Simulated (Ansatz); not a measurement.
```yaml
crystal:
  periodic: [false, false, false]
  atoms:
    - {symbol: D, position_ang: [-1.088618, 0.030966, -0.477535]}
    - {symbol: O, position_ang: [-0.755936, 0.194188, 0.865089]}
    - {symbol: Si, position_ang: [0.821830, -0.039834, 0.342443]}
    - {symbol: O, position_ang: [0.101803, -0.188694, -1.166429]}
    - {symbol: H, position_ang: [-2.180108, 0.071427, -0.945986]}
    - {symbol: H, position_ang: [1.460780, -1.274080, 0.844825]}
    - {symbol: H, position_ang: [1.701648, 1.138126, 0.491893]}
basis:
  gaussian: {orbitals: STO-3G, final_grid: {core_spheres: 20, valence_spheres: 16, degree: 47}, point_charges: [{charge: 0.50, position_ang: [5.855, -0.156, 0.701]}]}
total_charge: 1
magnetization: {spin_polarized: true, initial_magnetization: 1}
hamiltonian: {xc: {name: revPBE}, dispersion: d4}
accuracy: high
output: {forces: true}
```

```sh
$ ansatz run in.yaml --threads 2 --pin off --events-out ev --progress --plain --max-ram 4352MiB
```

Q: How does Ansatz answer? (An estimate is asked.)

A: The calculation gave: The program refused the input.
```
Error: YAML parse error: error: line 4 column 16: `D` is not an element symbol (H … Og, case-exact)
 --> <input>:4:16
  |
2 |   periodic: [false, false, false]
3 |   atoms:
4 |     - {symbol: D, position_ang: [-1.088618, 0.030966, -0.477535]}
  |                ^ `D` is not an element symbol (H … Og, case-exact)
5 |     - {symbol: O, position_ang: [-0.755936, 0.194188, 0.865089]}
6 |     - {symbol: Si, position_ang: [0.821830, -0.039834, 0.342443]}
  |
```
